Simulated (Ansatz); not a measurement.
Geometry optimisation, RKS B3LYP-D4/def2-SVP in Ansatz.

Input file:

```yaml
crystal:
  periodic: [false, false, false]
  atoms:
    - { symbol: O, position_ang: [-1.3912, 0.992, 0.6796] }
    - { symbol: Al, position_ang: [-0.0238, -0.0372, 0.2174] }
    - { symbol: O, position_ang: [1.6412, 0.4123, 0.7495] }
    - { symbol: S, position_ang: [-0.2845, -1.8944, -1.0195] }
    - { symbol: H, position_ang: [-1.5024, 1.6791, -0.0946] }
    - { symbol: H, position_ang: [1.7764, -0.0209, 1.6393] }
    - { symbol: H, position_ang: [-0.1543, -1.1989, -2.2174] }
basis:
  gaussian: { orbitals: def2-SVP }
hamiltonian:
  xc: b3lyp
  dispersion: d4
relax:
  f_tol: 0.02
  max_steps: 40
scf:
  lower_state_search: "off"
output:
  orbitals: {}
```

Command:

```bash
$ ansatz run input.yaml --threads 1 --pin off --max-ram 2048MiB --backend cpu --events-out ev --progress --plain --runs-dir out
```

**Question.** Where does it end, and by what steps?

**Answer.** The run converged. The force dipped under the threshold on the way, but the program's further checks kept it going. After 13 steps the energy has fallen by 0.907 eV; H7 moved furthest, 1.28 Å.

| step | energy less start (eV) | largest force component (eV/Å) | accepted |
| --- | --- | --- | --- |
| 0 | 0.0000 | 2.735 | yes |
| 1 | -0.2660 | 1.536 | yes |
| 2 | -0.4237 | 0.741 | yes |
| 3 | -0.5594 | 0.588 | yes |
| 4 | -0.6094 | 0.759 | yes |
| 5 | -0.6362 | 1.313 | yes |
| 6 | -0.7619 | 0.434 | yes |
| 7 | -0.8368 | 0.221 | yes |
| 8 | -0.8839 | 0.355 | yes |
| 9 | -0.9064 | 0.018 | yes |
| 10 | -0.9034 | 0.263 | no |
| 11 | -0.9068 | 0.028 | yes |
| 12 | -0.9071 | 0.024 | yes |
| 13 | -0.9071 | 0.007 | yes |

```xyz
7
Properties=species:S:1:pos:R:3
O -1.443 1.046 0.380
Al -0.181 0.007 -0.066
O 1.401 0.006 0.551
S -0.646 -1.476 -1.590
H -1.473 1.763 1.016
H 1.796 0.570 1.220
H 0.609 -1.983 -1.557
```

Run time: 17 s on 1 thread of Intel(R) Xeon(R) 6975P-C (Granite Rapids), with other jobs on the host, peak memory 0.15 GiB.
